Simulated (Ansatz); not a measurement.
Mulliken charges of Cl2HO2Ta (`[O]=[Ta]([OH])([Cl])[Cl]`) from ωB97M-V/def2-TZVPP in Ansatz (PBE0-D4/def2-TZVP geometry).

```csv
atom,x (Å),y (Å),z (Å),charge (e)
O1,-1.857,-0.685,0.319,-0.368
Ta2,-0.390,0.053,-0.144,0.956
O3,0.935,-0.772,0.917,-0.362
Cl4,-0.019,-0.341,-2.376,-0.211
Cl5,-0.509,2.306,0.291,-0.211
H6,1.882,-0.626,0.947,0.196
```

Problem. By hand: the dipole of these point charges (1 e Å = 4.8032 D).

Solution. Σ q r = (0.452, 0.045, 0.039) e Å, of length 0.456 e Å = 2.19 D.

Problem. How does the dipole of the full density compare? (Estimate.)

Solution. Computed: (0.714, 0.129, 0.003) e Å, 3.49 D; the point charges give 0.63 times that, at 7° from its direction.

Point charges leave out the atoms' own dipoles, such as those of lone pairs, and Mulliken's split depends on the basis, so the two needn't agree.
